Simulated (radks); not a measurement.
Problem. The mean radii <r> (bohr) of the occupied orbitals of an atom or ion are listed with their occupations. All-electron calculation, scalar-relativistic Kohn-Sham, r2SCAN, spin-polarised, spherical densities, finite nucleus; meta-GGA in the generalised Kohn-Sham scheme; Fermi nuclear charge, rms radius of each element as measured or else 0.836 A^(1/3) + 0.57 fm. Program: a radial shooting solver on a logarithmic mesh with Libxc functionals.

| orbital | occ. | <r> |
|---|---|---|
| 1s up | 1 | 0.01687 |
| 1s down | 1 | 0.01687 |
| 2s down | 1 | 0.07112 |
| 2s up | 1 | 0.07112 |
| 2p down | 3 | 0.06425 |
| 2p up | 3 | 0.06425 |
| 3s up | 1 | 0.1837 |
| 3s down | 1 | 0.1837 |
| 3p up | 3 | 0.1850 |
| 3p down | 3 | 0.1850 |
| 3d down | 5 | 0.1677 |
| 3d up | 5 | 0.1677 |
| 4s up | 1 | 0.4070 |
| 4s down | 1 | 0.4070 |
| 4p up | 3 | 0.4332 |
| 4p down | 3 | 0.4332 |
| 4d up | 5 | 0.4583 |
| 4d down | 5 | 0.4582 |
| 5s down | 1 | 0.9308 |
| 5s up | 1 | 0.9308 |
| 4f up | 7 | 0.4987 |
| 4f down | 7 | 0.4987 |
| 5p down | 3 | 1.075 |
| 5p up | 3 | 1.077 |
| 5d up | 5 | 1.627 |
| 5d down | 5 | 1.592 |
| 6s up | 1 | 2.813 |

Name the element and its charge. Open shells, if any, are filled with parallel spins first.

Solution. Z = 79, gold, charge 0: Au in [Xe] 4f14 5d10 6s1. The 1s radius gives Z: for a bare nucleus <r> = (2 gamma + 1)/(2Z) with gamma = sqrt(1 - (Z/c)^2), 0.01667 bohr for Z = 79, and screening makes it slightly larger (0.01687 here). The occupations add up to 79, and the charge is Z minus that.
